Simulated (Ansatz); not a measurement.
Species: H$_{2}$Br$_{2}$Si, SMILES `Br[SiH2]Br` (charge 0, multiplicity 1), formula H₂Br₂Si.

Q: How many basis functions does Ansatz (a program for electronic structure) with frozen-core CCSD(T)/cc-pVTZ // r2SCAN-D4/def2-TZVP use, how many core orbitals are frozen, and how many electrons are correlated?

A: 148 basis functions and 23 frozen orbitals, which leaves 40 correlated electrons (filled d shells below the valence shell are correlated). Core time is of the order of seconds.
